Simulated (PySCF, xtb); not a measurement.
Ge(F)(Br)(OH)2 (BrFGeH2O2), SMILES [OH][Ge]([OH])([F])[Br].

GFN2-xTB run with xtb 6.7.1 at its own geometry gives an orbital gap of 5.67 eV and a dipole moment of 4.62 D.

Geometry: B3LYP-D3(BJ)/def2-SVP. The structure was generated by enumeration, and PubChem lists no compound with its InChIKey, so it may never have been made. One conformer was computed; it need not be the lowest.

Task: What does PBE/def2-TZVP run with PySCF give? (The exact figures need the calculation; the answer reports its results.)

Result: gap 5.28 eV (levels -7.65 and -2.37 eV), dipole 1.74 D.
